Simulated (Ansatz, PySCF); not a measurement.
Gas-phase reaction in SMILES: N[Si](N)(Br)Br + H+ → N[Si]([NH3+])(Br)Br
Each molecule is optimised on its own at B3LYP-D3(BJ)/def2-TZVP (Ansatz, a program for electronic structure), one conformer each, not searched for the lowest. Frequencies are from Ansatz.

Property: proton affinity (enthalpy at 298 K, with B3LYP-D3(BJ) rigid-rotor harmonic-oscillator terms), positive where the reaction releases energy, in eV. Cores are frozen in the correlated levels unless marked. No spin-orbit coupling. Frozen are the shells of the preceding noble gas and the d and f shells that filled before the atom's block. Non-relativistic. Basis-set limits of correlation are two-point, X^-3; Hartree-Fock from the larger set. The bracket is a focal-point correction in the basis named.

```tsv
level	program	proton affinity (eV)
BLYP/def2-TZVPD	Ansatz	8.93
B3LYP/def2-TZVPD	Ansatz	8.94
PBE0-D4/def2-TZVP	Ansatz + dftd4	9.03
TPSSh/def2-TZVPD	PySCF	9.06
```

**Question.** Estimate the value at RI-MP2/CBS(def2-TZVPP,def2-QZVPP)+[CCSD(T)-MP2]/def2-TZVPP as computed with Ansatz.

**Answer.** 8.96 eV
